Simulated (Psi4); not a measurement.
C₄H₁₂Ge, triplet, at the geometry of the source list (a higher spin typed on purpose: for a closed-shell molecule this is an excited state); PBE0/6-31G* in Psi4.

Psi4 was given this input:
```
memory 2 GB

molecule mol {
0 3
  Ge    0.738300    1.693100    0.196900
  C    -0.056600   -0.134800   -0.017900
  C    -0.234800   -0.768800    1.357700
  C     0.875400   -0.996300   -0.863000
  C    -1.413600   -0.016900   -0.703700
  H     1.969800    1.673700    1.047400
  H     1.126400    2.300200   -1.120500
  H    -0.222500    2.643100    0.845500
  H    -0.661200   -1.770000    1.266300
  H     0.723000   -0.852200    1.869900
  H    -0.904500   -0.168300    1.972400
  H     1.848400   -1.094300   -0.381900
  H     1.022900   -0.552100   -1.848200
  H     0.459000   -1.994800   -0.997100
  H    -1.308500    0.417500   -1.699000
  H    -2.082800    0.619200   -0.119800
  H    -1.878600   -0.998400   -0.805100
}

set basis 6-31g*
set reference uks

energy('pbe0')
print_variables()
```

Output, abridged:

```
   => Loading Basis Set <=

    Name: 6-31G*
    Role: ORBITAL
    Keyword: BASIS

         ---------------------------------------------------------
                                   SCF
               by Justin Turney, Rob Parrish, Andy Simmonett
                          and Daniel G. A. Smith
                              UKS Reference
         ---------------------------------------------------------

  ==> Geometry <==

    Molecular point group: c1
    Full point group: C1

    Geometry (in Angstrom), charge = 0, multiplicity = 3:

       Center              X                  Y                   Z               Mass
    ------------   -----------------  -----------------  -----------------  -----------------
         GE           0.404659029395     0.929158381196     0.108384483436    73.921177761000
         C           -0.390240970605    -0.898741618804    -0.106415516564    12.000000000000
         C           -0.568440970605    -1.532741618804     1.269184483436    12.000000000000
         C            0.541759029395    -1.760241618804    -0.951515516564    12.000000000000
         C           -1.747240970605    -0.780841618804    -0.792215516564    12.000000000000
         H            1.636159029395     0.909758381196     0.958884483436     1.007825032230
         H            0.792759029395     1.536258381196    -1.209015516564     1.007825032230
         H           -0.556140970605     1.879158381196     0.756984483436     1.007825032230
         H           -0.994840970605    -2.533941618804     1.177784483436     1.007825032230
         H            0.389359029395    -1.616141618804     1.781384483436     1.007825032230
         H           -1.238140970605    -0.932241618804     1.883884483436     1.007825032230
         H            1.514759029395    -1.858241618804    -0.470415516564     1.007825032230
         H            0.689259029395    -1.316041618804    -1.936715516564     1.007825032230
         H            0.125359029395    -2.758741618804    -1.085615516564     1.007825032230
         H           -1.642140970605    -0.346441618804    -1.787515516564     1.007825032230
         H           -2.416440970605    -0.144741618804    -0.208315516564     1.007825032230
         H           -2.212240970605    -1.762341618804    -0.893615516564     1.007825032230

  Running in c1 symmetry.

  Rotational constants: A =      0.14646  B =      0.06453  C =      0.06448 [cm^-1]
[...]
      Ntotal   =   68.0000905649 ; deviation = 9.056e-05

   @Spin Contamination Metric:   3.884402194E-03
   @S^2 Expected:                2.000000000E+00
   @S^2 Observed:                2.003884402E+00
   @S   Expected:                1.000000000E+00
   @S   Observed:                1.000000000E+00

    Orbital Energies [Eh]
    ---------------------

    Alpha Occupied:

[...]
    Alpha Virtual:

[...]
    Beta Occupied:

[...]
    Beta Virtual:

[...]
    Final Occupation by Irrep:
              A
    DOCC [    33 ]
    SOCC [     2 ]
    NA   [    35 ]
    NB   [    33 ]

  @DF-UKS Final Energy: -2235.51244132888860

   => Energetics <=

    Nuclear Repulsion Energy =            378.1253330385620757
    One-Electron Energy =               -3857.8711788853634062
    Two-Electron Energy =                1323.3433688097147751
    DFT Exchange-Correlation Energy =     -79.1099642918018304
    Empirical Dispersion Energy =           0.0000000000000000
    VV10 Nonlocal Energy =                  0.0000000000000000
    Total Energy =                      -2235.5124413288885989

  UHF NO Occupations:
  HONO-2 :   33  A 1.9993295
  HONO-1 :   34  A 1.0000000
  HONO-0 :   35  A 1.0000000
  LUNO+0 :   36  A 0.0006705
  LUNO+1 :   37  A 0.0002808
  LUNO+2 :   38  A 0.0002392
  LUNO+3 :   39  A 0.0002302

Computation Completed

Properties will be evaluated at   0.000000,   0.000000,   0.000000 [a0]

Properties computed using the SCF density matrix

 Multipole Moments:

 ------------------------------------------------------------------------------------
     Multipole            Electronic (a.u.)      Nuclear  (a.u.)        Total (a.u.)
 ------------------------------------------------------------------------------------

 L = 1.  Multiply by 2.5417464519 to convert [e a0] to [Debye]
 Dipole X            :          6.6335593           -7.4609902           -0.8274309
 Dipole Y            :         15.2007834          -17.0945194           -1.8937359
 Dipole Z            :          1.7689178           -1.9837497           -0.2148319
 Magnitude           :                                                    2.0777465

 ------------------------------------------------------------------------------------

  Variable Map:
  ----------------------------------------------------------------------------
[...]
  Array Variable Map:
  ----------------------------------------------------------------------------
[...]
[...]
```
